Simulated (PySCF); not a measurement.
C3H7 (SMILES [CH2]CC), doublet, geometry from GFN2-xTB; HF/6-311G** run with PySCF.

PySCF was given this input:
```python
from pyscf import gto, scf

mol = gto.Mole()
mol.atom = '''
    C     1.274992    0.320263    0.118606
    C     0.099091   -0.448930   -0.322039
    C    -1.217253    0.123934    0.189649
    H     2.261869   -0.004125   -0.148030
    H     1.164059    1.216803    0.694388
    H     0.073189   -0.493377   -1.422404
    H     0.195780   -1.495648    0.003741
    H    -1.229333    0.132314    1.277163
    H    -2.057554   -0.472014   -0.159490
    H    -1.348993    1.144447   -0.162661
'''
mol.basis = '6-311g**'
mol.charge = 0
mol.spin = 1
mol.verbose = 4
mol.build()

mf = scf.UHF(mol)
mf.kernel()
mf.analyze()
```

Task: What does PySCF print? Leave out banner, timings and long lists.

Result: 
```
PySCF version 2.14.0

[INPUT] verbose = 4
[INPUT] num. atoms = 10
[INPUT] num. electrons = 25
[INPUT] charge = 0
[INPUT] spin (= nelec alpha-beta = 2S) = 1
[INPUT] symmetry False subgroup None
[INPUT] Mole.unit = angstrom
[INPUT] Symbol           X                Y                Z      unit          X                Y                Z       unit  Magmom
[INPUT]  1 C      1.274992000000   0.320263000000   0.118606000000 AA    2.409385691011   0.605209357832   0.224132856730 Bohr   0.0
[INPUT]  2 C      0.099091000000  -0.448930000000  -0.322039000000 AA    0.187254851409  -0.848354749101  -0.608565511429 Bohr   0.0
[INPUT]  3 C     -1.217253000000   0.123934000000   0.189649000000 AA   -2.300274794305   0.234201317522   0.358384669798 Bohr   0.0
[INPUT]  4 H      2.261869000000  -0.004125000000  -0.148030000000 AA    4.274312939644  -0.007795120264  -0.279736158219 Bohr   0.0
[INPUT]  5 H      1.164059000000   1.216803000000   0.694388000000 AA    2.199752702835   2.299424417549   1.312203144184 Bohr   0.0
[INPUT]  6 H      0.073189000000  -0.493377000000  -1.422404000000 AA    0.138307165331  -0.932347406160  -2.687953998486 Bohr   0.0
[INPUT]  7 H      0.195780000000  -1.495648000000   0.003741000000 AA    0.369970580667  -2.826365098753   0.007069465432 Bohr   0.0
[INPUT]  8 H     -1.229333000000   0.132314000000   1.277163000000 AA   -2.323102685890   0.250037222446   2.413488286428 Bohr   0.0
[INPUT]  9 H     -2.057554000000  -0.472014000000  -0.159490000000 AA   -3.888213546503  -0.891977186960  -0.301392419607 Bohr   0.0
[INPUT] 10 H     -1.348993000000   1.144447000000  -0.162661000000 AA   -2.549227313955   2.162691394080  -0.307384741148 Bohr   0.0

nuclear repulsion = 76.431764562196
number of shells = 52
number of NR pGTOs = 149
number of NR cGTOs = 96
basis = 6-311g**
ecp = {}

******** <class 'pyscf.scf.uhf.UHF'> ********
method = UHF
initial guess = minao
damping factor = 0
level_shift factor = 0
DIIS = <class 'pyscf.scf.diis.CDIIS'>
diis_start_cycle = 1
diis_space = 8
diis_damp = 0
SCF conv_tol = 1e-09
SCF conv_tol_grad = None
SCF max_cycles = 50
direct_scf = True
direct_scf_tol = 1e-13
number electrons alpha = 13  beta = 12
Set gradient conv threshold to 3.16228e-05
init E= -117.916407923732

cycle= 1 E= -117.620338753428  delta_E= 0.296  |g|= 0.215  |ddm|= 1.52
cycle= 2 E= -117.657570160274  delta_E= -0.0372  |g|= 0.0684  |ddm|= 0.235
cycle= 3 E= -117.661915487615  delta_E= -0.00435  |g|= 0.0267  |ddm|= 0.0939
cycle= 4 E= -117.662540659167  delta_E= -0.000625  |g|= 0.0101  |ddm|= 0.0283
cycle= 5 E= -117.662706089703  delta_E= -0.000165  |g|= 0.00432  |ddm|= 0.0172
cycle= 6 E= -117.662740466775  delta_E= -3.44e-05  |g|= 0.00152  |ddm|= 0.00905
cycle= 7 E= -117.66274506318  delta_E= -4.6e-06  |g|= 0.000502  |ddm|= 0.00353
cycle= 8 E= -117.662745524353  delta_E= -4.61e-07  |g|= 0.000201  |ddm|= 0.00106
cycle= 9 E= -117.662745592516  delta_E= -6.82e-08  |g|= 7.99e-05  |ddm|= 0.00043
cycle= 10 E= -117.66274560357  delta_E= -1.11e-08  |g|= 3.75e-05  |ddm|= 0.000169
cycle= 11 E= -117.66274560664  delta_E= -3.07e-09  |g|= 1.53e-05  |ddm|= 9.26e-05
cycle= 12 E= -117.662745607124  delta_E= -4.84e-10  |g|= 6.82e-06  |ddm|= 3.43e-05
Extra cycle  E= -117.662745607182  delta_E= -5.88e-11  |g|= 4.32e-06  |ddm|= 9.25e-06
converged SCF energy = -117.662745607182  <S^2> = 0.7628222  2S+1 = 2.0127814
**** SCF Summaries ****
Total Energy =                        -117.662745607182288
Nuclear Repulsion Energy =              76.431764562195994
One-electron Energy =                 -308.532955383279045
Two-electron Energy =                  114.438445213900778
Two-electron Coulomb Energy =          132.527830088401515
DFT Exchange-Correlation Energy =      -18.089384874500738
**** MO energy ****
                             alpha | beta                alpha | beta
MO #1   energy= -11.2201929795176  | -11.2232689584507  occ= 1 | 1
MO #2   energy= -11.2193796383669  | -11.210543877988   occ= 1 | 1
MO #3   energy= -11.2107898878814  | -11.1956661514483  occ= 1 | 1
MO #4   energy= -1.0663615886034   | -1.04689051310861  occ= 1 | 1
MO #5   energy= -0.929681975189421 | -0.890683562670446 occ= 1 | 1
MO #6   energy= -0.80092081181586  | -0.768854293135234 occ= 1 | 1
MO #7   energy= -0.61942328052876  | -0.609091744623013 occ= 1 | 1
MO #8   energy= -0.617075562469237 | -0.601286299447705 occ= 1 | 1
MO #9   energy= -0.570079932310225 | -0.562077434543152 occ= 1 | 1
MO #10  energy= -0.504446782235127 | -0.490047435253931 occ= 1 | 1
MO #11  energy= -0.499017178473698 | -0.487219458536654 occ= 1 | 1
MO #12  energy= -0.485745543341123 | -0.482723370025508 occ= 1 | 1
MO #13  energy= -0.344586526609969 | 0.146406209296091  occ= 1 | 0
MO #14  energy= 0.160930600732321  | 0.163166670301709  occ= 0 | 0
MO #15  energy= 0.192771519000096  | 0.194698111437865  occ= 0 | 0
MO #16  energy= 0.193357508985945  | 0.201393642536371  occ= 0 | 0
MO #17  energy= 0.210889752602197  | 0.212709683942066  occ= 0 | 0
MO #18  energy= 0.235108085054237  | 0.238385097105429  occ= 0 | 0
MO #19  energy= 0.250936410998716  | 0.254270384679614  occ= 0 | 0
MO #20  energy= 0.258138644055876  | 0.265109434519979  occ= 0 | 0
MO #21  energy= 0.35685482132677   | 0.358800058376566  occ= 0 | 0

To work with the spin densities directly, `use mulliken_meta_spin()` only printing them here.

 ** Mulliken spin pop alpha/beta on meta-lowdin orthogonal AOs **
 ** Mulliken Spin Density (per AO)  **
spin_pop of  0 C 1s       -0.00000
spin_pop of  0 C 2s        0.07695
spin_pop of  0 C 3s       -0.00107
spin_pop of  0 C 4s       -0.00002
spin_pop of  0 C 2px       0.04139
spin_pop of  0 C 2py       0.30288
spin_pop of  0 C 2pz       0.67771
spin_pop of  0 C 3px      -0.00020
spin_pop of  0 C 3py       0.00347
spin_pop of  0 C 3pz       0.00879
spin_pop of  0 C 4px       0.00004
spin_pop of  0 C 4py       0.00004
spin_pop of  0 C 4pz       0.00003
spin_pop of  0 C 3dxy      0.00005
spin_pop of  0 C 3dyz     -0.00140
spin_pop of  0 C 3dz^2    -0.00064
spin_pop of  0 C 3dxz      0.00000
spin_pop of  0 C 3dx2-y2   -0.00001
spin_pop of  1 C 1s        0.00000
spin_pop of  1 C 2s       -0.01582
spin_pop of  1 C 3s        0.00004
spin_pop of  1 C 4s       -0.00000
spin_pop of  1 C 2px      -0.02630
spin_pop of  1 C 2py      -0.02648
spin_pop of  1 C 2pz      -0.02778
spin_pop of  1 C 3px       0.00006
spin_pop of  1 C 3py       0.00008
spin_pop of  1 C 3pz       0.00023
spin_pop of  1 C 4px      -0.00002
spin_pop of  1 C 4py      -0.00001
spin_pop of  1 C 4pz      -0.00001
spin_pop of  1 C 3dxy      0.00003
spin_pop of  1 C 3dyz      0.00005
spin_pop of  1 C 3dz^2     0.00031
spin_pop of  1 C 3dxz      0.00029
spin_pop of  1 C 3dx2-y2    0.00017
spin_pop of  2 C 1s       -0.00000
spin_pop of  2 C 2s        0.00144
spin_pop of  2 C 3s       -0.00000
spin_pop of  2 C 4s        0.00000
spin_pop of  2 C 2px       0.00354
spin_pop of  2 C 2py       0.00206
spin_pop of  2 C 2pz       0.00184
spin_pop of  2 C 3px       0.00005
spin_pop of  2 C 3py       0.00001
spin_pop of  2 C 3pz      -0.00002
spin_pop of  2 C 4px      -0.00000
spin_pop of  2 C 4py       0.00001
spin_pop of  2 C 4pz       0.00002
spin_pop of  2 C 3dxy     -0.00001
spin_pop of  2 C 3dyz      0.00000
spin_pop of  2 C 3dz^2    -0.00000
spin_pop of  2 C 3dxz     -0.00001
spin_pop of  2 C 3dx2-y2   -0.00001
spin_pop of  3 H 1s       -0.05146
spin_pop of  3 H 2s       -0.00045
spin_pop of  3 H 3s        0.00030
spin_pop of  3 H 2px      -0.00011
spin_pop of  3 H 2py       0.00016
spin_pop of  3 H 2pz       0.00040
spin_pop of  4 H 1s       -0.05250
spin_pop of  4 H 2s       -0.00060
spin_pop of  4 H 3s        0.00031
spin_pop of  4 H 2px       0.00001
spin_pop of  4 H 2py       0.00009
spin_pop of  4 H 2pz       0.00046
spin_pop of  5 H 1s        0.04427
spin_pop of  5 H 2s        0.00027
spin_pop of  5 H 3s        0.00015
spin_pop of  5 H 2px       0.00007
spin_pop of  5 H 2py      -0.00001
spin_pop of  5 H 2pz       0.00005
spin_pop of  6 H 1s        0.03962
spin_pop of  6 H 2s        0.00025
spin_pop of  6 H 3s        0.00013
spin_pop of  6 H 2px       0.00009
spin_pop of  6 H 2py       0.00000
spin_pop of  6 H 2pz       0.00001
spin_pop of  7 H 1s       -0.00063
spin_pop of  7 H 2s        0.00011
spin_pop of  7 H 3s        0.00002
spin_pop of  7 H 2px       0.00000
spin_pop of  7 H 2py      -0.00000
spin_pop of  7 H 2pz      -0.00000
spin_pop of  8 H 1s       -0.00208
spin_pop of  8 H 2s       -0.00004
spin_pop of  8 H 3s       -0.00000
spin_pop of  8 H 2px       0.00001
spin_pop of  8 H 2py      -0.00000
spin_pop of  8 H 2pz      -0.00000
spin_pop of  9 H 1s       -0.00074
spin_pop of  9 H 2s        0.00008
spin_pop of  9 H 3s        0.00002
spin_pop of  9 H 2px       0.00000
spin_pop of  9 H 2py      -0.00000
spin_pop of  9 H 2pz       0.00000
 ** Mulliken Spin Density (per atom)  **
spin density of  0 C =      1.10801
spin density of  1 C =     -0.09517
spin density of  2 C =      0.00892
spin density of  3 H =     -0.05116
spin density of  4 H =     -0.05223
spin density of  5 H =      0.04480
spin density of  6 H =      0.04010
spin density of  7 H =     -0.00050
spin density of  8 H =     -0.00212
spin density of  9 H =     -0.00064
 ** Mulliken pop alpha/beta on meta-lowdin orthogonal AOs **
 ** Mulliken pop       alpha | beta **
In total            13.00000 | 12.00000
 ** Mulliken atomic charges   ( Nelec_alpha | Nelec_beta ) **
charge of  0C =     -0.22552  (     3.66677      2.55876 )
charge of  1C =     -0.14120  (     3.02301      3.11819 )
charge of  2C =     -0.27009  (     3.13951      3.13059 )
charge of  3H =      0.09939  (     0.42472      0.47588 )
charge of  4H =      0.10028  (     0.42374      0.47598 )
charge of  5H =      0.08450  (     0.48015      0.43535 )
charge of  6H =      0.08493  (     0.47758      0.43748 )
charge of  7H =      0.08874  (     0.45538      0.45588 )
charge of  8H =      0.09044  (     0.45372      0.45584 )
charge of  9H =      0.08854  (     0.45541      0.45605 )
Dipole moment(X, Y, Z, Debye): -0.09304, -0.09302, -0.06981
```
